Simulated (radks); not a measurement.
The krypton ion Kr3+, 33 electrons, occupied as [Ar] 3d9.75 4s2 4p3 5p0.25 (fractional occupations, a model configuration).

Method: Dirac Kohn-Sham, LDA (Slater exchange, Perdew-Wang correlation), spin-unpolarised, spherical densities, point nucleus; open shells fill j = l - 1/2 first; computed with a radial shooting solver on a logarithmic mesh with Libxc functionals.

Energy parts (hartree):
total: -2783.27216
kinetic: 2857.57732
electron-nucleus: -6675.13658
Hartree: 1125.87607
exchange-correlation: -91.58898

Orbitals (lengths in bohr, moments of r in powers of bohr; <r^-3> diverges for s and p1/2; r(max) is where P^2 peaks):
orbital  occ.  eigenvalue (hartree)       <r^4>   <r^-3>   r(max)      <r>
1s1/2       2             -521.0371  0.00001392        -  0.02711  0.04154
2s1/2       2             -70.13139    0.002734        -   0.1546   0.1835
2p1/2       2             -63.60352    0.001867        -   0.1211   0.1574
2p3/2       4             -61.62883    0.002028     1426   0.1245   0.1614
3s1/2       2             -11.34724      0.1646        -   0.4671   0.5298
3p1/2       2              -9.03998      0.1844        -   0.4567   0.5320
3p3/2       4              -8.74638      0.1989    214.0   0.4655   0.5425
3d3/2       4              -4.70814      0.2827    28.09   0.4068   0.5474
3d5/2    5.75              -4.65933      0.2902    27.12   0.4094   0.5512
4s1/2       2              -2.26392       8.420        -    1.284    1.445
4p1/2       2              -1.69622       13.77        -    1.410    1.616
4p3/2       1              -1.66117       14.66    25.72    1.435    1.642
4d3/2       0              -0.87396       58.01    1.990    1.909    2.264
4d5/2       0              -0.87057       58.91    1.931    1.918    2.274
4f5/2       0              -0.38865       655.2  0.03953    3.721    4.232
4f7/2       0              -0.38863       655.4  0.03949    3.722    4.233
5s1/2       0              -0.78692       217.6        -    3.120    3.331
5p1/2    0.25              -0.63327       373.0        -    3.586    3.807
5p3/2       0              -0.62558       389.8    5.665    3.633    3.851
6p1/2       0              -0.32845        3794        -    6.944    6.865
6p3/2       0              -0.32530        3928    2.329    7.010    6.926

The highest occupied level is 5p1/2 at -17.232 eV. The configuration is held as typed, so some empty levels lie below it. Summed over all electrons, <r^2> = 24.38 bohr^2, which gives a Langevin (diamagnetic) susceptibility term of -19.3 x 10^-6 cm^3/mol.

Run on one thread of a shared host, so times are rough (Arm Neoverse N1): 0.19 s of CPU time, 0.19 s wall, 15 iterations on 2546 mesh points.
